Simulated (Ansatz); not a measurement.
C5H8BP⁺, that is B(phosphinine)H3 with one electron fewer. Charge 1, multiplicity 2. Geometry PBE0-D4/def2-SVP, that of the neutral singlet.

```xyz
15

B    -2.525    0.321   -1.105
P    -0.774    0.098   -0.370
C     0.342    1.325    0.059
C     1.579    1.037    0.629
C     2.026   -0.257    0.906
C     1.271   -1.398    0.630
C     0.001   -1.369    0.059
H     0.058    2.362   -0.135
H     2.240    1.874    0.873
H     3.014   -0.382    1.356
H     1.701   -2.374    0.874
H    -0.533   -2.303   -0.134
H    -2.691   -0.680   -1.784
H    -2.451    1.367   -1.729
H    -3.259    0.379   -0.129
```

(1) Estimate the α-spin orbital energies around the gap (eV) in Ansatz with PBE-D4/def2-TZVP, revPBE-D4/def2-TZVP, PBE0-D4/def2-TZVP.

Results:

(1) 
```csv
orbital,PBE-D4/def2-TZVP,revPBE-D4/def2-TZVP,PBE0-D4/def2-TZVP
HOMO−5,-13.78,-13.76,-15.33
HOMO−4,-13.41,-13.35,-14.66
HOMO−3,-12.89,-12.84,-14.12
HOMO−2,-12.57,-12.52,-13.68
HOMO−1,-12.44,-12.39,-13.63
HOMO,-12.01,-11.97,-13.11
LUMO,-8.08,-8.03,-7.41
LUMO+1,-7.52,-7.46,-6.70
LUMO+2,-4.78,-4.72,-3.80
LUMO+3,-4.37,-4.30,-3.38
LUMO+4,-4.18,-4.14,-3.35
LUMO+5,-4.01,-3.94,-2.77
β HOMO,-12.30,-12.25,-13.45
β LUMO,-11.42,-11.35,-10.80
```
